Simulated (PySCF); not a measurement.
**Working out the ionisation energy of Mn**

Mn [Ar] 3d5 4s2 (6S) → Mn⁺ [Ar] 3d5 4s1 (7S). Computed with PySCF 2.14 in aug-cc-pVDZ-DK (7s6p4d2f, 59 functions), with the spin-free X2C one-electron Hamiltonian (Gaussian nucleus). Frozen: [Ar]. Energies in hartree (1 hartree = 27.21139 eV):

```tsv
part	Mn (lower)	Mn⁺ (upper)
UHF	-1157.382351	-1157.160754
CCSD correlation	-0.119798	-0.076323
(T)	-0.003321	-0.000874
```

Problem. What does Hartree-Fock give?

Solution. (-1157.160754) − (-1157.382351) = 0.221597 hartree = 6.030 eV.

Problem. What do CCSD and CCSD(T) give?

Solution. The CCSD correlation energies differ by 0.043475 hartree = 1.183 eV and the triples by 0.002447 hartree = 0.067 eV, so CCSD gives 7.213 eV and CCSD(T) 7.280 eV.

Measured between the centres of the two terms (NIST): 7.434 eV, so CCSD(T) (valence) is off by -0.154 eV.

A double-zeta basis recovers only part of the correlation energy.

What remains against the reference includes basis incompleteness, the frozen core and higher excitations.
